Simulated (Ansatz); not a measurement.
Gas-phase reaction in SMILES: [Cl][Ca][Cl] -> [Cl][Ca][Cl] as triplet, charge 0 (to the triplet)

Wanted: adiabatic triplet-singlet gap, E(triplet) - E(singlet) (0 K, with zero-point energies), in eV. Conventions: LANL2DZ with its own core potentials from Na on; no dispersion term unless named; no spin-orbit coupling; 6-311+G** with 5d, 6d on Na to Ar in Ansatz (an electronic-structure program); six Cartesian d functions in 6-31G* and its kin unless marked 5d; open shells spin-unrestricted; valence correlation only (noble-gas shells and the d and f shells of earlier blocks; the outer core of K, Ca and congeners matters and is frozen too); non-relativistic. First-principles rows: single points at B3LYP-D3(BJ) geometries (Ansatz), with unscaled harmonic terms from B3LYP/6-31G* (LANL2DZ past Ar) at its own minima. Levels can end on unlike triplets.

```json
[
 {"level": "HF/STO-3G", "program": "Ansatz", "adiabatic triplet-singlet gap, E(triplet) - E(singlet) (0 K, with zero-point energies) (eV)": "2.42"},
 {"level": "HF/6-31G*", "program": "Ansatz", "adiabatic triplet-singlet gap, E(triplet) - E(singlet) (0 K, with zero-point energies) (eV)": "3.80"},
 {"level": "SVWN5/6-31G* with LANL2DZ past Ar", "program": "Ansatz", "adiabatic triplet-singlet gap, E(triplet) - E(singlet) (0 K, with zero-point energies) (eV)": "2.72"},
 {"level": "PBE/6-31G*", "program": "Ansatz", "adiabatic triplet-singlet gap, E(triplet) - E(singlet) (0 K, with zero-point energies) (eV)": "3.70"},
 {"level": "PBE/6-311+G**", "program": "Ansatz", "adiabatic triplet-singlet gap, E(triplet) - E(singlet) (0 K, with zero-point energies) (eV)": "3.66"},
 {"level": "BLYP/6-31G*", "program": "Ansatz", "adiabatic triplet-singlet gap, E(triplet) - E(singlet) (0 K, with zero-point energies) (eV)": "3.65"},
 {"level": "B3LYP/LANL2DZ", "program": "Ansatz", "adiabatic triplet-singlet gap, E(triplet) - E(singlet) (0 K, with zero-point energies) (eV)": "2.71"},
 {"level": "B3LYP/6-31G*", "program": "Ansatz", "adiabatic triplet-singlet gap, E(triplet) - E(singlet) (0 K, with zero-point energies) (eV)": "3.82"},
 {"level": "B3LYP/6-31G* with LANL2DZ past Ar", "program": "Ansatz", "adiabatic triplet-singlet gap, E(triplet) - E(singlet) (0 K, with zero-point energies) (eV)": "2.93"},
 {"level": "MP2/3-21G", "program": "Ansatz", "adiabatic triplet-singlet gap, E(triplet) - E(singlet) (0 K, with zero-point energies) (eV)": "2.98"},
 {"level": "MP2/6-311+G**", "program": "Ansatz", "adiabatic triplet-singlet gap, E(triplet) - E(singlet) (0 K, with zero-point energies) (eV)": "3.98"},
 {"level": "PBE/def2-TZVPD", "program": "Ansatz", "adiabatic triplet-singlet gap, E(triplet) - E(singlet) (0 K, with zero-point energies) (eV)": "3.65"},
 {"level": "PBE0/def2-TZVPD", "program": "Ansatz", "adiabatic triplet-singlet gap, E(triplet) - E(singlet) (0 K, with zero-point energies) (eV)": "3.84"}
]
```

No value to compare with is used here. The 11 habitual levels span 2.42 (HF/STO-3G) to 3.98 eV (MP2/6-311+G**); PBE/def2-TZVPD gives 3.65.

The levels are drawn from those run, B3LYP/6-31G* more often than the rest, none by its result; runs whose electronic state is in doubt are left out.
